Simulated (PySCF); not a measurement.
Distorted geometries of [BiF]2+

[BiF]2+ (singlet). PySCF 2.14.0, RKS PBE0, Bi def2-SVP with ECP60, F def2-SVP; non-relativistic Hamiltonian with scalar-relativistic core potentials where named; density fitting; no spin-orbit coupling. Relaxed geometry:

```xyz
2

Bi    0.0000    0.0000   -0.1518
F     0.0000    0.0000    1.7858
```

Problem. Order these distorted geometries by energy above the relaxed one, lowest first.
A.
```xyz
2

Bi    0.0281    0.0353   -0.1640
F    -0.0281   -0.0353    1.7980
```
B.
```xyz
2

Bi   -0.0309   -0.2675   -0.0152
F     0.0309    0.2675    1.6492
```
C.
```xyz
2

Bi    0.0502    0.0330   -0.1766
F    -0.0502   -0.0330    1.8106
```

Solution. A (0.01 eV), C (0.04 eV), B (0.82 eV).

Problem. Which forces (eV/Å) act in the one that lies 0.04 eV up?

Solution. 
```
Bi  -0.08 -0.05  1.56
F    0.08  0.05 -1.56
```
Forces carry noise of the integration grid, about 0.01 to 0.03 eV/Å.
